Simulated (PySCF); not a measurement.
Gas-phase reaction: 3 H3SiOH + Si3O3 → 2 (H2SiO)3

Energies from PySCF, thermal terms from the rigid-rotor harmonic-oscillator model, ideal gas at 1 bar. † marks an energy on the PBE0/def2-TZVP geometry and frequencies; other levels use their own. 6-31G* has spherical d functions here. All species are closed-shell singlets. B3LYP is the form with VWN-RPA correlation. H3SiOH, Si3O3, (H2SiO)3: computed as isolated molecules; such fragments, hydroxides, amides, oligomers or adducts are transient or little studied in the gas. The harmonic model lacks anharmonicity and excited electronic states, which grow with temperature; levels with a mode under 35 cm⁻¹ are left out. Internal rotation in H3SiOH is treated as a harmonic vibration of one conformer, which makes the entropy rough. Soft modes under 120 cm⁻¹ make the harmonic entropy rough for Si3O3, (H2SiO)3.

```tsv
level	ΔE electronic, kJ	ΔH°(298 K), kJ	ΔS°(298 K), J/K	ΔG°(2000 K), kJ
B3LYP/6-31G*	-733	-723	-386	24
B3LYP/def2-TZVP†	-738	-731	-401	46
HF/6-31G*	-832	-820	-403	-33
HF/def2-TZVP†	-852	-844	-401	-68
M06-2X/def2-TZVP†	-818	-810	-401	-33
PBE/def2-SVP	-683	-676	-382	59
PBE0/def2-SVP†	-742	-735	-401	42
PBE0/def2-TZVP	-778	-771	-401	6
r2SCAN/def2-TZVP†	-834	-826	-401	-50
ωB97X-V/def2-TZVP†	-824	-817	-401	-40
```
ΔH° is lowest at HF/def2-TZVP† and highest at PBE/def2-SVP. No reference value is set beside these.
